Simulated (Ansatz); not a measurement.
Molecule: dichloro(ethynyl)borane, C₂HBCl₂, net charge 0, singlet state. 
Coordinates optimised at B3LYP-D3(BJ)/def2-TZVP (Ansatz, a quantum-chemistry and plane-wave program):
SMILES: C#CB(Cl)Cl
```xyz
6

C      2.6767    -0.4806    -0.2009
C      1.4936    -0.2681    -0.1121
B      0.0176    -0.0032    -0.0013
Cl    -0.6291     1.5711    -0.4144
Cl    -1.0668    -1.2666     0.5418
H      3.7210    -0.6680    -0.2793
```
Charge 0, spin multiplicity 1.

Wanted: vertical triplet-singlet gap (E(triplet) - E(singlet); each state is the SCF solution reached for its spin), in kcal/mol. Cores are frozen in the correlated levels unless marked. Open shells are spin-unrestricted. No spin-orbit coupling. Non-relativistic. CBS marks a two-point X^-3 extrapolation of the correlation energy; Hartree-Fock from the larger set. The bracket is a focal-point correction in the basis named.

RI-MP2/CBS(aug-cc-pV(T+d)Z,aug-cc-pV(Q+d)Z)+[CCSD(T)-MP2]/aug-cc-pV(T+d)Z (Ansatz) gives 108.5 kcal/mol.

Question: Another calculation gave 92.7 kcal/mol. Which level was it?
(A) PBE/def2-TZVPD (Ansatz)
(B) B3LYP/def2-TZVPD (Ansatz)
(C) wB97X-V/def2-TZVPD (Ansatz)

Answer: A, PBE/def2-TZVPD (Ansatz). The others give 98.4 (B3LYP), 103.2 (wB97X-V) kcal/mol.
